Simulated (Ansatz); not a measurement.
C₂HF₃O₂, charge -1, doublet, at the geometry of the source list (a state made from the parent by changing its charge; the spin is typed, not shown lowest) (a gas-phase anion, which may not be bound at this level). Base run: PBE0/cc-pVDZ in Ansatz (an electronic-structure program).

Geometry (Å):
```xyz
8

O      1.2410    -0.7873     0.3420
C      0.6054     0.2970    -0.0490
O      1.0872     1.3445    -0.3454
C     -0.9304     0.0189    -0.0751
F     -1.3744    -0.3342     1.1352
F     -1.6114     1.0928    -0.4618
F     -1.2227    -0.9770    -0.9173
H      2.2053    -0.6546     0.3715
```
Charge -1, spin multiplicity 2.
Orbitals are unrestricted.
All else is at Ansatz's defaults.
Base energy -526.23792 Eh.

Variants of this job, named by their change:

| change | ΔE vs base (mEh) |
|---|---|
| base | 0.000 |
| lower_state_search = full | 0.000 |
| point_charge = charge:0.5 position_ang:-5.0962, 0.1129, 1.5579 | -49.611 |
| final_grid = 6, 12, 29 | -0.007 |
| final_grid = 14, 28, 59 | 0.000 |
| lower_state_search = light | 0.000 |
| final_grid = 10, 20, 41 | 0.000 |
| fitting.mean_field = cc-pVTZ-JKFIT | -0.058 |
| fitting.mean_field = def2-universal-JKFIT | -0.020 |
| forces = on | 0.000 |
| nuclear_model = gaussian | 0.100 |

A gas-phase anion may not be bound at this level; its values then depend on the basis.
